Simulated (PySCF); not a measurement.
## Bond length, frequency and bond energy of CaC by level of theory

State: triplet, unpaired electrons π ↑↑. Set-up: Ca x2c-TZVPPall, C x2c-TZVPPall; spin-free X2C with a Gaussian nucleus (PySCF 2.14). De refers to Ca + C in their high-spin ground configurations, without counterpoise correction. The functionals are run spin-unrestricted. A positive dipole means Ca(−)C(+). Levels whose curve was spin-contaminated or gave no clean fit are not listed.

```tsv
Level	Re (Å)	ωe (cm⁻¹)	De (eV)	μ (D)	CPU s a point (SCF and correlation, without the integrals)
ROHF-MP2	2.250	536	1.38	n/a	0.92
ROHF-SCS-MP2	2.265	520	1.21	n/a	n/a
ROHF-CCSD	2.326	483	1.73	n/a	n/a
ROHF-CCSD(T)	2.327	478	1.86	n/a	23
```

The bond length runs from 2.250 Å (ROHF-MP2) to 2.327 Å (ROHF-CCSD(T)). De spans 1.21 eV (ROHF-SCS-MP2, perturbation theory) to 1.86 eV (ROHF-CCSD(T), coupled cluster).

Correlated steps freeze 6 core orbitals. The CCSD T1 diagnostic is raised, a sign that a single reference may not be enough here. The state was picked by a PBE0 search and need not be the measured ground state.

The whole job (state search and all levels along the bond) took about 6.9 min on 1 thread of Arm Neoverse V2 (shared host), peak memory 1.2 GiB.
